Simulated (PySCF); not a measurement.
How methods differ on the excitation energy of Fe⁺

Fe⁺ [Ar] 3d6 4s1 (6D) → Fe⁺ [Ar] 3d5 4s2 (6S), as a difference of total energies. Computed with PySCF 2.14 in x2c-TZVPPall, with the spin-free X2C one-electron Hamiltonian (Gaussian nucleus). Correlated levels: valence and next inner shell: [Ne] frozen. The calculations carry no spin-orbit coupling.

| method | excitation energy (eV) | error (eV) |
| --- | --- | --- |
| UHF | 2.141 | -0.698 |
| MP2 (valence and next inner shell) | 3.010 | +0.171 |
| SCS-MP2 (valence and next inner shell) | 2.900 | +0.061 |
| CCSD (valence and next inner shell) | 2.642 | -0.197 |
| CCSD(T) (valence and next inner shell) | 2.619 | -0.220 |

Reference: 2.839 eV (measured; NIST levels, between the centres of gravity of the two terms).

Errors of the correlated levels include the incompleteness of this basis and the frozen core.
